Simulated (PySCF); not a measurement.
C3H4O2Si, SMILES C=C1OC(=O)[SiH2]1. Geometry: PBE0-D3(BJ)/def2-SVP. The structure was generated by enumeration, and PubChem lists no compound with its InChIKey, so it may never have been made.

The numbers are results of PBE0-D3(BJ)/def2-SVP (PySCF 2.14.0), not measurements.

Harmonic wavenumbers (cm⁻¹): 126, 292, 329, 366, 382, 560, 650, 653, 681, 683, 747, 750, 894, 934, 962, 1023, 1211, 1387, 1751, 1967, 2256, 2270, 3180, 3291. Rotational constants (GHz): 5.186, 2.597, 1.767; symmetry number 1.

Task: Work out the zero-point energy and the ideal-gas rigid-rotor harmonic-oscillator thermochemistry at 298.15 K and 1 atm.

Result: ZPE = ½ Σ hcν = ½ × 27345 cm⁻¹ = 39.09 kcal/mol. H − E(el) = 43.51 kcal/mol. Entropy in cal/(mol K): translation 39.72, rotation 27.00, vibration 10.80, total 77.53. G − E(el) = 20.39 kcal/mol. Cp = 24.50 cal/(mol K). Modes under 150 cm⁻¹ make the vibrational entropy uncertain.
